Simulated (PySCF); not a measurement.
# Correlation energy of Ag (silver, neutral)

[Kr] 4d10 5s1, 2S determinant. All numbers are calculated (PySCF 2.14, the spin-free X2C one-electron Hamiltonian (Gaussian nucleus), in x2c-QZVPPall). Frozen: [Kr]; 11 electrons correlated.

MP2 pair energies summed by pair of shells (mhartree):

```csv
pair,energy,share (%)
4d-4d,-373.40,90.4
4d-5s,-39.57,9.6
```

Total MP2 correlation energy: -412.97 mhartree.

Same-spin part -149.43 and opposite-spin part -263.55 mhartree; SCS-MP2 scales them by 1/3 and 6/5 to -366.06 mhartree.
